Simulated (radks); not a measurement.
Results of a calculation; reference values are marked as such.
All-electron atom: the iodine ion I28+ in [Ar] 3d7. Level of theory: Dirac Kohn-Sham, LB94 model potential, spin-unpolarised, spherical densities, finite nucleus; open shells fill j = l - 1/2 first; Fermi nuclear charge, rms radius 4.75 fm (a radial shooting solver on a logarithmic mesh with Libxc functionals).

Spin-orbit splittings of the eigenvalues, e(l+1/2) - e(l-1/2), with zeta = 2 splitting/(2l+1) and mean radii in bohr:

shell,occ.,splitting (eV),zeta (eV),<r> j=l-1/2,<r> j=l+1/2
2p,6,304.0,202.7,0.09779,0.1034
3p,6,62.59,41.73,0.2908,0.3011
3d,7,13.94,5.578,0.2674,0.2706
4p,0,20.94,13.96,0.6023,0.6163
